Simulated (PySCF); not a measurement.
Energy landscape of BeCl2, singlet: symmetric bend, bond length relaxed. Scanned: Cl-Be-Cl angle. Other coordinates (Be-Cl bond length) were minimised at B3LYP/def2-TZVP.

RHF/cc-pVTZ (PySCF); wB97X-V/cc-pVTZ (PySCF); CCSD(T) on RHF/cc-pVTZ, 10 core orbitals frozen (PySCF).

Energies relative to the lowest point of each profile, in kcal/mol:

```csv
a / °,RHF,wB97X-V
180,0.0,0.0
170,0.5,0.5
160,2.1,1.9
150,4.9,4.5
140,8.9,8.2
130,14.6,13.3
120,22.2,20.3
110,32.6,29.7
100,46.9,42.8
90,67.3,61.6
```

Problem. Predict the corresponding CCSD(T) column.

Solution. 180: 0.0; 170: 0.5; 160: 2.0; 150: 4.6; 140: 8.5; 130: 13.8; 120: 21.0; 110: 30.7; 100: 44.2; 90: 63.2 (kcal/mol).

The scan ran from 180.0 to 80.0; beyond the range shown the relaxed coordinates jump or full CI changes its symmetry label.
